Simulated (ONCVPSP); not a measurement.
# Before and after: ONCV potential for rhenium (Re)

```
Element                 : rhenium (Re)
Generator               : ONCVPSP 4.0.1
Type                    : optimised norm-conserving Vanderbilt (ONCV)
Functional              : LDA (Perdew-Zunger)
Relativity              : scalar-relativistic
Frozen core             : [Kr] 4d10 4f14
Valence charge          : 15
Reference configuration : 5s2 5p6 5d5 6s1.5 (charge +0.5)
Partial waves           : 5s+6s: rc 1.35 bohr, ncon 3, nbas 7, qcut 7 1/bohr, 2 projectors; 5p: rc 1.45 bohr, ncon 4, nbas 8, qcut 7.4 1/bohr, 3 projectors, debl 1 Ha; 5d: rc 1.65 bohr, ncon 4, nbas 7, qcut 4.9 1/bohr, 3 projectors, debl 2.9 Ha
Local potential         : polynomial inside 1.05 bohr (lpopt 5, dvloc0 6 Ha)
Core correction         : polynomial model core, fcfact 0.45
```

In the p channel the program set the typed energies aside and used -1.874, 0.250, 1.250 Ha.

Change: s: qcut 7.7; p: qcut 8.2; d: qcut 5.4.

Cutoffs: the cutoffs (Ha) at which the residual kinetic energy of the hardest occupied pseudo-wave falls to 1 and 0.1 mHa per electron; they do not see the model core or the augmentation charge, which bear on the density cutoff. Errors are all-electron minus pseudo energies relative to the spin-unpolarised reference configuration.

Problem. What does the change do?

Solution. The potential gets neither clearly harder nor softer (24 Ha and 66 Ha → 27 Ha and 38 Ha); the p channel sets the loose cutoff, while the largest relative change is in d, which becomes softer; the errors of the 4 common tests hardly move; neither file shows a bound ghost.

```csv
quantity,base,changed
"cutoff, loose",24 Ha,27 Ha
"cutoff, tight",66 Ha,38 Ha
loose cutoff by channel,"s 22 Ha, p 24 Ha, d 24 Ha","s 25 Ha, p 27 Ha, d 15 Ha"
bound ghosts,none,none
GHOST(+) flags under 300 eV,s at 172.4 eV,s at 182.1 eV
"error for 5s2 5p6 5d5 6s2, meV [ΔE -3.90 eV]",+1.1,+1.1
"error for 5s2 5p6 5d5 6s1, meV [ΔE 5.61 eV]",-2.0,-2.0
"error for 5s2 5p6 5d5 6s0, meV [ΔE 22.29 eV]",-10,-9.4
"error for 5s1 5p6 5d5 6s2, meV [ΔE 88.16 eV]",-291,-254
s: phases at 1.37 bohr within 0.05 rad from the reference energy up to (Ha; the scan ends near 5),3.8,4.0
p: phases at 1.47 bohr within 0.05 rad from the reference energy up to (Ha; the scan ends near 5),to the end of the scan,to the end of the scan
d: phases at 1.68 bohr within 0.05 rad from the reference energy up to (Ha; the scan ends near 5),to the end of the scan,to the end of the scan
"rms error of d²Exc/dni dnj with the model core, mHa",0.24,0.23
```
